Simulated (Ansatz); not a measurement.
Ansatz (a first-principles code) input (PBE/3-21G): The .json file is the Basis Set Exchange's 3-21G.

Ansatz 0.2 input:
```yaml
crystal:
  periodic: [false, false, false]
  atoms:
    - {symbol: Cd, position_ang: [-0.00000000, -0.00000000, -0.03670400]}
    - {symbol: H, position_ang: [0.00000000, 0.00000000, 1.76180200]}
basis:
  gaussian:
    orbitals: 3-21G.json
hamiltonian:
  xc: {name: PBE}
magnetization: {spin_polarized: true, initial_magnetization: 1}
output: {forces: true}
```

Output:

```
Functional definition: PBE
integrals: 0.01 GiB planned
507 factors; their error is unknown
mean field: 0.12 GiB planned
mean field evaluation 1: about -148102.8910 eV, gradient 1.0e1 eV
mean field evaluation 2: about -148102.1212 eV, gradient 1.2e1 eV
mean field evaluation 4: about -148103.5957 eV, gradient 2.5e-1 eV
mean field evaluation 8: about -148103.5826 eV, gradient 6.8e-2 eV
mean field -148103.58265899 eV, -5442.7062745041 hartree, gradient 4.2e-5 eV, S^2 0.753809; 0 other end points of the search recorded, 0 dependent functions left out
the calculation of the forces begins
reference -148103.58270017 eV, -5442.7062760174 hartree; 25, 24 occupied and 16, 17 virtual orbitals, 507 factors
Total energy: -148103.58270017 eV, -5442.7062760174 hartree
Atom 0 at    -0.000000    -0.000000    -0.036704 Å, force    -0.000000    -0.000000    -0.396794 eV/Å
Atom 1 at     0.000000     0.000000     1.761802 Å, force    -0.000000    -0.000000     0.396794 eV/Å
Dipole moment:     0.000000    -0.000000    -0.132694 e Å
```

The geometry given is a B3LYP-D3(BJ)/def2-TZVP minimum.
